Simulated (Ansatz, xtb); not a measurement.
Spectroscopic constants of SrS, closed-shell singlet (the spin of the measured ground state). No spin–orbit coupling.

The constants come from a fifth-degree fit in 1/R (seven points, main isotopes). In def2 and cc sets the state is the lowest found near the PBE0 minimum, followed along R. The singlet is held restricted. HF and MP2 rows in def2 and cc sets belong to the determinant that coupled cluster picked by its CCSD energy.

Correlated levels freeze the inner cores; with def2 sets outer-core shells near the valence are correlated too.

Codes used: Ansatz (a first-principles code); xtb for the GFN methods. Each number belongs to the level named beside it. In def2 rows elements past Kr take small-core potentials, without spin–orbit coupling.

D_e counts from each atom's lowest state at the same level, without counterpoise or zero-point energy.

| level | r_e (Å) | ω_e (cm⁻¹) | ω_e x_e (cm⁻¹) | D_e (eV) | dipole (D) |
|---|---|---|---|---|---|
| GFN2-xTB | 2.527 | 326 | 1.5 | - | - |
| HF/def2-TZVPP | 2.463 | 407 | 1.0 | - | - |
| r2SCAN/def2-TZVPP | 2.432 | 401 | 1.0 | 3.96 | 10.50 |
| BHLYP/def2-TZVPP | 2.436 | 405 | 1.1 | 2.99 | 11.55 |
| CAM-B3LYP/def2-TZVPP | 2.431 | 406 | 1.1 | 3.24 | 11.32 |
| B2PLYP/def2-TZVPP | 2.456 | 380 | 1.2 | 3.28 | - |
| SCS-MP2/def2-QZVPP | 2.451 | [?] | 1.4 | - | - |
| CCSD(T)/def2-QZVPP | [?] | [?] | 1.3 | 3.27 | - |

Some entries are withheld; supply them.


- CCSD(T)/def2-QZVPP, r_e (Å): 2.460
- CCSD(T)/def2-QZVPP, ω_e (cm⁻¹): 379
- SCS-MP2/def2-QZVPP, ω_e (cm⁻¹): 386

Measured for the ground state: r_e 2.4405 Å, ω_e 388.38 cm-1, ω_e x_e 1.31 cm-1, B_e 0.12072 cm-1, α_e 0.00044 cm-1 [Huber and Herzberg (1979), NIST Chemistry WebBook]. D_0 3.47 ± 0.17 eV (a handbook's tabulated 298 K bond energy less 3RT/2; such tables hold older values) [Luo, bond dissociation energies, CRC Handbook].
